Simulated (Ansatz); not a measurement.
Consider the redistribution: `C[O][AlH][BH]S` + `[SiH3][SiH2]Cl` → `C[O][AlH][Cl]` + `[SiH3][SiH2]BS`.

Calculated with Ansatz (gas phase, PBE0-D4/def2-TZVP geometries, no zero-point term in ΔE). CBS: MP2 limit from def2 TZ/QZ plus the TZ coupled-cluster correction, frozen cores. DFT in def2-TZVPP. B3LYP here is the variant with VWN-RPA as its local correlation; programs differ in this. Each species was taken in one conformer, which may not be the lowest.

(1) Is it downhill or uphill in electronic energy at CCSD(T)/CBS, and by how much? (Best estimate.)

(2) What do these levels give: PBE-D4, B3LYP-D4, B2PLYP, PBE, r2SCAN, PBE0, MP2/def2-TZVPP, CCSD(T)/def2-TZVPP, MP2/def2-QZVPP, SCS-MP2/def2-QZVPP, HF/CBS(def2), CCSD/CBS(def2)? (Best estimate.)

Largest T1 diagnostic among the species: 0.016.

## Answers

(1) Computed: Downhill: ΔE = -99.7 kJ/mol.

(2) Ansatz gave: PBE-D4 -97.7, B3LYP-D4 -99.0, B2PLYP -100.9, PBE -97.6, r2SCAN -104.8, PBE0 -99.5, MP2/def2-TZVPP -104.0, CCSD(T)/def2-TZVPP -101.5, MP2/def2-QZVPP -102.7, SCS-MP2/def2-QZVPP -99.5, HF/CBS(def2) -98.6, CCSD/CBS(def2) -99.3 kJ/mol.
